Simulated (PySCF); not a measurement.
**Ionisation energy of Hg⁷²⁺ by level of theory**

Hg⁷²⁺ [He] 2s2 2p4 [2p1/2^2 2p3/2^2, M_J = 2] → Hg⁷³⁺ [He] 2s2 2p3 [2p1/2^2 2p3/2^1, M_J = 3/2], as a difference of total energies. Computed with PySCF 2.14 in an uncontracted even-tempered set (16 s from 60 bohr⁻², ratio 2.4; 13 p from 79 bohr⁻², ratio 2.4; 5 d from 260 bohr⁻², ratio 2.6; 4 f from 400 bohr⁻², ratio 2.6), with the two-component X2C-1e Hamiltonian. Correlated levels: nothing frozen; the 28 highest virtual spinors dropped. "Screened" scales the spin-orbit matrix elements by Boettger's factors to mimic the two-electron term; Breit and QED terms are absent.

| method | ionisation energy (eV) |
| --- | --- |
| GHF (spin-free) | 19857.8 |
| GMP2 (spin-free) | 19859.7 |
| GHF (screened spin-orbit) | 19330.3 |
| GMP2 (screened spin-orbit) | 19330.7 |

For this ion Breit and QED terms and the two-electron picture change, all absent here, outweigh the correlation shift from GHF to GMP2.

The spin-free rows relax to the high-spin LS determinant and lack the spin-orbit shift.

The labels give the starting determinants; with spin-orbit coupling the two ends relaxed to ⟨J²⟩ = 6.00, ⟨L²⟩ = 3.32, ⟨S²⟩ = 1.38 and ⟨J²⟩ = 3.75, ⟨L²⟩ = 2.63, ⟨S²⟩ = 1.45.

For comparison: 19310 ± 70 eV (theoretical estimate listed by NIST; NIST Atomic Spectra Database, ionization energies).
